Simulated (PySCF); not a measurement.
**Electron correlation in O(2+) (oxygen, charge +2)**

[He] 2s1 2p2 3d1, one real determinant (an excited configuration). All numbers are calculated (PySCF 2.14, the spin-free X2C one-electron Hamiltonian (Gaussian nucleus), in dyall-acv3z (15s9p4d2f, 76 functions)). Frozen: nothing; 6 electrons correlated; the 5 highest virtual orbitals of each spin left out.

MP2 pair energies summed by pair of shells (mhartree):

```csv
pair,energy,share (%)
1s-1s,-38.51,54.3
1s-2p,-7.51,10.6
2p-2p,-7.50,10.6
2s-2p,-6.02,8.5
2p-3d,-4.91,6.9
1s-2s,-3.67,5.2
2s-3d,-2.71,3.8
1s-3d,-0.11,0.2
```

Total MP2 correlation energy: -70.94 mhartree.

Same-spin part -25.02 and opposite-spin part -45.92 mhartree; SCS-MP2 scales them by 1/3 and 6/5 to -63.44 mhartree.

The reference is one real determinant that mixes LS terms of this configuration.
